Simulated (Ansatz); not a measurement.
`C=NB(F)[SiH3]` and `C=NB[SiH3]` differ in one atom or group.

Ansatz, PBE0-D4/def2-TZVP geometries, multiplicity 1. Each molecule was computed in one conformer, which needn't be the lowest.

```json
{"property": "LUMO energy (PBE0/def2-TZVPP) / eV", "`C=NB(F)[SiH3]`": "-1.51"}
{"property": "HOMO energy (B3LYP/def2-TZVPP) / eV", "`C=NB(F)[SiH3]`": "-7.72"}
{"property": "LUMO energy (PBE/def2-TZVPP) / eV", "`C=NB(F)[SiH3]`": "-2.60"}
{"property": "HOMO–LUMO gap (ωB97M-V/def2-TZVPP) / eV", "`C=NB(F)[SiH3]`": "10.90"}
{"property": "HOMO–LUMO gap (B3LYP/def2-TZVPP) / eV", "`C=NB(F)[SiH3]`": "5.97"}
{"property": "size of the dipole moment (PBE/def2-TZVPP) / D", "`C=NB(F)[SiH3]`": "2.95"}
```

Question: Give the same properties after the change, and the shifts. (Estimate.)

Answer: The calculation gave: 
| property | `C=NB[SiH3]` | shift |
| --- | --- | --- |
| LUMO energy (PBE0/def2-TZVPP) / eV | -1.06 | 0.45 |
| HOMO energy (B3LYP/def2-TZVPP) / eV | -7.52 | 0.20 |
| LUMO energy (PBE/def2-TZVPP) / eV | -2.09 | 0.51 |
| HOMO–LUMO gap (ωB97M-V/def2-TZVPP) / eV | 10.81 | -0.09 |
| HOMO–LUMO gap (B3LYP/def2-TZVPP) / eV | 6.22 | 0.25 |
| size of the dipole moment (PBE/def2-TZVPP) / D | 2.30 | -0.65 |

With PBE0 the HOMO rises by 0.24 eV and the LUMO rises by 0.45 eV, so the gap widens by about 0.21 eV. PBE moves the HOMO by -0.03 eV and ωB97M-V by 0.47 eV. Dipoles are sizes alone; their direction can turn.

B3LYP here is the variant with VWN-RPA as its local correlation; programs differ in this.
